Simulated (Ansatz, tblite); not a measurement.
Series SnX2: gap (eV) at several levels, gas phase, relaxed structures; Ansatz, xTB through tblite. Core potentials for Sn in the def2 sets, no spin–orbit coupling. The structures are stationary points that may keep the symmetry of their start.

```tsv
species	state	geometry	GFN2-xTB	PBE-D4/def2-TZVP	r2SCAN-D4/def2-TZVP	PBE0-D4/def2-SVP	PBE0-D4/def2-TZVP
SnCl2	singlet	PBE-D4/def2-TZVP	4.06	3.16	3.50	4.82	4.88
SnF2	singlet	PBE0-D4/def2-TZVP	5.04	4.02	4.43	5.88	5.95
SnH2	singlet	r2SCAN-D4/def2-TZVP	2.98	1.92	2.33	3.62	3.66
SnBr2	singlet	PBE0-D4/def2-TZVP	3.83	2.86	3.18	4.46	4.51
Sn(NH2)2 (SnN2H4)	singlet	PBE0-D4/def2-TZVP	3.64	3.52	3.89	5.50	5.50
SnMe2 (C2H6Sn)	singlet	PBE0-D4/def2-TZVP	2.79	1.92	2.27	3.60	3.62
Sn(N(SiH3)2)2 (Si4SnN2H12)	singlet	r2SCAN-D4/def2-SVP	2.60	2.66	2.99	4.47	4.50
Sn(OtBu)2 (C8H18O2Sn)	singlet	r2SCAN-D4/def2-SVP	3.87	3.16	3.47	5.03	5.01
```

Q: Estimate the column for PBE-D4/def2-SVP.

A: SnCl2 3.10; SnF2 3.92; SnH2 1.88; SnBr2 2.81; Sn(NH2)2 (SnN2H4) 3.49; SnMe2 (C2H6Sn) 1.88; Sn(N(SiH3)2)2 (Si4SnN2H12) 2.61; Sn(OtBu)2 (C8H18O2Sn) 3.17.

Over the 8 species that have every level, the mean is 3.60 at GFN2-xTB, 2.86 at PBE-D4/def2-SVP, 2.90 at PBE-D4/def2-TZVP, 3.26 at r2SCAN-D4/def2-TZVP, 4.67 at PBE0-D4/def2-SVP, 4.70 at PBE0-D4/def2-TZVP. Orbital gaps grow with the share of exact exchange and aren't one observable across functionals.
